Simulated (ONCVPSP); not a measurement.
## Configuration tests for nickel (ONCV)

```
Element                 : Ni
Generator               : ONCVPSP 4.0.1
Type                    : optimised norm-conserving Vanderbilt (ONCV)
Functional              : PBE
Relativity              : fully relativistic
Frozen core             : [Ne]
Valence charge          : 18
Reference configuration : 3s2 3p6 3d8 4s1.75 (charge +0.25)
Partial waves           : 3s+4s: rc 1.50 bohr, ncon 3, nbas 7, qcut 8.9 1/bohr, 2 projectors; 3p: rc 1.05 bohr, ncon 4, nbas 7, qcut 15 1/bohr, 2 projectors, debl 1.1 Ha; 3d: rc 1.40 bohr, ncon 4, nbas 9, qcut 12.9 1/bohr, 2 projectors, debl 3.9 Ha
Local potential         : polynomial inside 0.70 bohr (lpopt 3, dvloc0 6 Ha)
Core correction         : none
```

Open shells are filled in proportion to 2j + 1.

In the p channel the program set the typed energies aside and used -2.674, 0.250 Ha (j = l + 1/2; the other j can differ).

Energies are relative to the spin-unpolarised reference configuration 3s2 3p6 3d8 4s1.75; without spin polarisation the order of configurations can differ from experiment.

Question: Give the all-electron excitation energy and the error of the potential for: 3s2 3p6 3d8 4s2; 3s2 3p6 3d8 4s1; 3s2 3p6 3d8 4s0; 3s2 3p6 3d9 4s1.

Answer:

```
valence configuration  charge  ΔE all-electron (eV)  error AE − PS (meV)
      3s2 3p6 3d8 4s2       0                -1.632                  0.0
      3s2 3p6 3d8 4s1      +1                 7.692                 +0.9
      3s2 3p6 3d8 4s0      +2                25.043                 +5.4
      3s2 3p6 3d9 4s1       0                -3.229                 +9.5
```

Levels in the configuration 3s2 3p6 3d8 4s2:

```json
{"level": "3s j=1/2", "all-electron (eV)": "-111.030", "pseudo (eV)": "-111.031"}
{"level": "3p j=3/2", "all-electron (eV)": "-70.645", "pseudo (eV)": "-70.645"}
{"level": "3p j=1/2", "all-electron (eV)": "-72.853", "pseudo (eV)": "-72.853"}
{"level": "3d j=5/2", "all-electron (eV)": "-8.779", "pseudo (eV)": "-8.777"}
{"level": "3d j=3/2", "all-electron (eV)": "-9.018", "pseudo (eV)": "-9.016"}
{"level": "4s j=1/2", "all-electron (eV)": "-5.643", "pseudo (eV)": "-5.643"}
```
